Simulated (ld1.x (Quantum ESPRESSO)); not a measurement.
**Configuration tests for oxygen (O) (TM)**

oxygen, norm-conserving Troullier–Martins (Kleinman–Bylander form), made with ld1.x (Quantum ESPRESSO) 7.5 (PBEsol, scalar-relativistic). Core [He], reference 2s2 2p4. Waves: 2s (bound): rc 0.60 bohr; 2p (bound): rc 1.70 bohr. Local part: all-electron potential smoothed inside 0.85 bohr (lloc = -2). Core correction: none.

Energies are relative to the spin-unpolarised reference configuration 2s2 2p4; without spin polarisation the order of configurations can differ from experiment.

```
valence configuration  charge  ΔE all-electron (eV)  error AE − PS (meV)
              2s2 2p2      +2                49.837                 +276
              2s2 2p1      +3               103.544                +1173
            2s2 2p3.5    +0.5                 6.254                 +3.6
              2s2 2p0      +4               180.189                +3411
              2s0 2p6       0                29.748                  +72
              2s1 2p5       0                14.855                  +20
```

Problem. What are ΔE and the potential's error for 2s2 2p3?

Solution. ΔE = 16.360 eV all-electron; the error (AE − PS) is +28 meV.
